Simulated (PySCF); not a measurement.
PySCF input for C4H5BO2, SMILES C#CB(O)OC=C, PBE0/pcSseg-1. The structure is a stationary point at TPSSh-D3(BJ)/def2-SVP. The structure was generated by enumeration, and PubChem lists no compound with its InChIKey, so it may never have been made. One conformer was computed; it need not be the lowest.

```python
import numpy as np
from pyscf import gto, scf, dft
from pyscf.prop.nmr import rks as nmr

mol = gto.M(
    atom='''
    C    -0.39469211    3.15427921    0.00000000
    C    -0.16774130    1.95600411   -0.00000000
    B     0.18787530    0.45497449   -0.00000000
    O     1.48837401    0.03828744    0.00000000
    O    -0.84731358   -0.43841747    0.00000000
    C    -0.83215732   -1.80630084   -0.00000000
    C     0.22703923   -2.62285864    0.00000000
    H    -0.61174287    4.20661342    0.00000000
    H     2.10517408    0.78456068    0.00000000
    H    -1.85584070   -2.19039811   -0.00000000
    H     1.25445455   -2.26219365   -0.00000001
    H     0.04540391   -3.69915758   -0.00000001
    ''',
    basis='pcSseg-1',
    charge=0,
    spin=0,
    max_memory=1600,
    verbose=3,
)
mf = dft.RKS(mol, xc='pbe0')
mf.grids.level = 3
mf.conv_tol = 1e-10
mf.max_cycle = 100
mf.kernel()
n = nmr.NMR(mf)
n.verbose = 2
n.max_cycle_cphf = 60
sigma = n.kernel()
print('atom   isotropic/ppm   span/ppm')
for i, s in enumerate(sigma):
    w = np.linalg.eigvalsh((s + s.T) / 2)
    print(f'{mol.atom_symbol(i):2s}{i + 1:3d} {w.mean():14.3f} {w[2] - w[0]:11.3f}')
```

It prints:

```
converged SCF energy = -330.326210911753
atom   isotropic/ppm   span/ppm
C   1         88.926     237.831
C   2         97.443     297.993
B   3         81.210      26.484
O   4        180.963     223.723
O   5        148.379     306.496
C   6         29.023     179.478
C   7         76.580     191.437
H   8         29.003      13.943
H   9         26.427      12.604
H  10         24.847       6.245
H  11         25.425       7.552
H  12         26.437       3.992
```

The run converged.

Cost: very roughly 30 core-seconds.
